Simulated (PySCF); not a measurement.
**Fe (iron, neutral): UHF calculation**

Configuration: [Ar] 3d6 4s1 4p1, one real determinant (an excited configuration). All numbers are calculated (PySCF 2.14, no relativity, point nucleus, in dyall-av2z).

```json
{
  "Total energy": "-1262.390762 hartree",
  "One-electron energy": "-1743.4283 hartree",
  "Hartree (Coulomb) energy": "535.5211 hartree",
  "Exchange energy": "-54.4836 hartree",
  "Kinetic energy": "1262.37728 hartree",
  "⟨S²⟩": "12.0028",
  "⟨L²⟩": "8.060",
  "Sum of ⟨r⟩": "22.34 bohr",
  "Sum of ⟨r²⟩": "45.32 bohr²",
  "Traceless quadrupole moment −½Σ⟨3z² − r²⟩ along its main axis": "-7.80 e·bohr²",
  "Density at the nucleus (Gaussians lack the cusp)": "11800 bohr⁻³",
  "Spin density at the nucleus": "3.01 bohr⁻³",
  "Langevin diamagnetic susceptibility": "-35.9 ×10⁻⁶ cm³/mol"
}
```

```tsv
shell	electrons	mean orbital energy (eV)	spread (eV)	rms radius, mean of both spins (bohr)
1s α	1	-7113.5	0	0.0685
1s β	1	-7113.4	0	0.0685
2s α	1	-871.85	0	0.292
2s β	1	-868.43	0	0.292
2p α	3	-748.76	0.957	0.262
2p β	3	-745.50	0.059	0.262
3s α	1	-119.47	0	0.880
3s β	1	-109.55	0	0.880
3p α	3	-81.636	2.087	0.938
3p β	3	-69.879	1.735	0.938
3d α	5	-19.768	2.210	1.23
3d β	1	-14.198	0	1.23
4s α	1	-9.775	0	3.29
4p α	1	-5.320	0	4.25
```

⟨L²⟩ = 8.06 against 12 for a pure F term, so this real determinant mixes terms.

Spin-orbit constants ζ (cm⁻¹) from the X2C one-electron operator on these orbitals (non-relativistic here): bare nucleus, nucleus screened by l(l+1)(2l+1)/3 electrons, and screened by the Breit-Pauli mean field of the electrons.

| shell | bare | screened nucleus | mean field |
| --- | --- | --- | --- |
| 2p | 67800 | 62590 | 60140 |
| 3p | 8229 | 7596 | 7245 |
| 3d | 764.1 | 470.2 | 421.7 |
| 4p | 269.7 | 249.0 | 234.7 |

To first order the Landé constant is A = -33.81 cm⁻¹, so the lowest level has J = 6 and lies 0.0377 eV below the centre of the term. This holds in LS coupling only.
